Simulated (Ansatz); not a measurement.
Total energies of CH7BFPSi, SMILES `BP[SiH](C)F`.

Cartesian coordinates in Å:
```
B -0.250 0.491 2.305
P -0.288 1.506 0.765
Si -0.722 0.046 -0.862
C 0.743 -0.960 -1.388
F -1.242 0.853 -2.147
H -1.130 -0.295 2.488
H 0.562 0.705 3.152
H 1.036 1.943 0.536
H -1.847 -0.782 -0.364
H 0.480 -1.605 -2.230
H 1.086 -1.586 -0.561
H 1.571 -0.315 -1.694
```

The species carries charge 0 and has multiplicity 1. All single points use the PBE0-D4/def2-TZVP geometry. It is one conformer, not always the lowest. Basis def2-TZVPP, Ansatz 0.2.0.

RPA on PBE orbitals: Hartree–Fock energy of these orbitals -795.83842 Eh, correlation -1.38228 Eh (frozen core).

```json
{"functional": "B97M-V", "energy without D4 (Eh)": "-797.83420", "D4 term (kJ/mol)": "–"}
{"functional": "BHLYP", "energy without D4 (Eh)": "-797.93899", "D4 term (kJ/mol)": "-34.5"}
```

**Question.** Give the same for LDA (SPW92), PBE, revPBE, BLYP, r2SCAN, PBE0, B3LYP, r2SCANh, r2SCAN0, HSE06 (plane-wave form), CAM-B3LYP, LC-ωPBE, ωB97X-V, ωB97M-V, B2PLYP, PBE-QIDH. (Estimate.)

**Answer.** The calculation gave: 
| functional | energy without D4 (Eh) | D4 term (kJ/mol) |
| --- | --- | --- |
| LDA (SPW92) | -794.25527 | – |
| PBE | -797.50012 | -26.7 |
| revPBE | -797.82985 | -75.3 |
| BLYP | -797.95305 | -57.8 |
| r2SCAN | -797.87812 | -6.6 |
| PBE0 | -797.57782 | -22.8 |
| B3LYP | -798.06612 | -43.2 |
| r2SCANh | -797.86782 | -7.1 |
| r2SCAN0 | -797.85357 | -7.9 |
| HSE06 (plane-wave form) | -797.55531 | -21.4 |
| CAM-B3LYP | -797.96114 | -23.4 |
| LC-ωPBE | -797.71939 | – |
| ωB97X-V | -797.86541 | – |
| ωB97M-V | -797.89905 | – |
| B2PLYP | -797.64828 | – |
| PBE-QIDH | -797.38747 | – |

B3LYP takes the VWN-RPA correlation (the form of Gaussian; ORCA's B3LYP/G). HSE06 is the plane-wave form, built on full-range PBE exchange. The double hybrids freeze the cores in their second-order part.

LC-ωPBE has ω = 0.4 bohr⁻¹.
